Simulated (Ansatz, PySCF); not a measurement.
BeCl2, SMILES [Cl][Be][Cl].

Geometry: B3LYP-D3(BJ)/def2-TZVP. The isomer is the one that the SMILES or the coordinates give; other isomers of the formula were not compared.

Vertical ionisation energy (IE) and electron affinity (EA) in eV. Rows of orbital energies are one-electron estimates. Where ΔSCF, EOM or ADC give a negative EA the extra electron is unbound and the value depends on the basis.

```tsv
level	IE	EA
−ε(HOMO), −ε(LUMO), B3LYP/def2-TZVPD (PySCF)	9.31	0.88
−ε(HOMO), −ε(LUMO), PBE/def2-TZVPD (PySCF)	8.21	1.27
ΔSCF, CAM-B3LYP/def2-TZVPD (Ansatz), final states of multiplicity 2 and 2	12.15	-0.51
ΔSCF, PBE/def2-TZVPD (Ansatz), final states of multiplicity 2 and 2	11.50	-0.38
```

What vertical singlet–triplet gap does ΔSCF give with CAM-B3LYP/def2-TZVPD (Ansatz, an electronic-structure program) and with PBE/def2-TZVPD (Ansatz)? (Estimate from the structure and the level; the computed values follow.)

7.63 and 6.78 eV (triplet above singlet where positive).
